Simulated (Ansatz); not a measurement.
Diatomic SiNi, multiplicity 5 (not the ground state: that is measured with 2S+1 = 1). No spin–orbit coupling. Ni is treated without relativity.

The constants come from a fifth-degree fit in 1/R (seven points, main isotopes). In def2 and cc sets the state is the lowest found near the PBE0 minimum, followed along R.

Codes used: Ansatz (Gaussian basis) for Hartree–Fock, density functionals and correlated methods. Each number belongs to the level named beside it.

```json
[
 {"level": "PBE/def2-TZVPP", "r_e (Å)": "2.167", "ω_e (cm⁻¹)": "364", "ω_e x_e (cm⁻¹)": "2.0", "α_e (cm⁻¹)": "0.0014", "dipole (D)": "2.59"},
 {"level": "PBE0/def2-TZVPP", "r_e (Å)": "2.177", "ω_e (cm⁻¹)": "350", "ω_e x_e (cm⁻¹)": "2.0", "α_e (cm⁻¹)": "0.0014", "dipole (D)": "3.06"},
 {"level": "wB97X-V/def2-TZVPP", "r_e (Å)": "2.182", "ω_e (cm⁻¹)": "347", "ω_e x_e (cm⁻¹)": "2.0", "α_e (cm⁻¹)": "0.0014", "dipole (D)": "3.47"},
 {"level": "CCSD/def2-TZVPP", "r_e (Å)": "2.204", "ω_e (cm⁻¹)": "330", "ω_e x_e (cm⁻¹)": "1.9", "α_e (cm⁻¹)": "0.0014", "dipole (D)": "-"},
 {"level": "CCSD(T)/def2-TZVPP", "r_e (Å)": "2.172", "ω_e (cm⁻¹)": "355", "ω_e x_e (cm⁻¹)": "2.0", "α_e (cm⁻¹)": "0.0014", "dipole (D)": "-"}
]
```

Correlated levels freeze the inner cores; with def2 sets outer-core shells near the valence are correlated too.

Ansatz is an electronic-structure program.
